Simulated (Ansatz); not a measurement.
`CS[SiH](F)Cl` and `CS[SiH](F)[SiH3]` differ in one atom or group.

Ansatz, PBE0-D4/def2-TZVP geometries, multiplicity 1. Each molecule was computed in one conformer, which needn't be the lowest.

```
                                      property  `CS[SiH](F)Cl`
           HOMO energy (B3LYP/def2-TZVPP) / eV           -7.31
size of the dipole moment (PBE/def2-TZVPP) / D            1.37
           HOMO–LUMO gap (PBE/def2-TZVPP) / eV            5.10
             HOMO energy (PBE/def2-TZVPP) / eV           -6.32
            LUMO energy (PBE0/def2-TZVPP) / eV           -0.27
       HOMO–LUMO gap (ωB97M-V/def2-TZVPP) / eV           11.40
```

Q: Give the same properties after the change, and the shifts. (Estimate.)

A: Ansatz gave: 
```json
{"property": "HOMO energy (B3LYP/def2-TZVPP) / eV", "`CS[SiH](F)[SiH3]`": "-7.10", "shift": "0.21"}
{"property": "size of the dipole moment (PBE/def2-TZVPP) / D", "`CS[SiH](F)[SiH3]`": "1.49", "shift": "0.12"}
{"property": "HOMO–LUMO gap (PBE/def2-TZVPP) / eV", "`CS[SiH](F)[SiH3]`": "4.89", "shift": "-0.21"}
{"property": "HOMO energy (PBE/def2-TZVPP) / eV", "`CS[SiH](F)[SiH3]`": "-6.14", "shift": "0.18"}
{"property": "LUMO energy (PBE0/def2-TZVPP) / eV", "`CS[SiH](F)[SiH3]`": "-0.39", "shift": "-0.12"}
{"property": "HOMO–LUMO gap (ωB97M-V/def2-TZVPP) / eV", "`CS[SiH](F)[SiH3]`": "10.96", "shift": "-0.44"}
```

With PBE0 the HOMO rises by 0.21 eV and the LUMO falls by 0.12 eV, so the gap narrows by about 0.33 eV. PBE moves the HOMO by 0.18 eV and ωB97M-V by 0.20 eV. Dipoles are sizes alone; their direction can turn.

B3LYP here is the variant with VWN-RPA as its local correlation; programs differ in this.
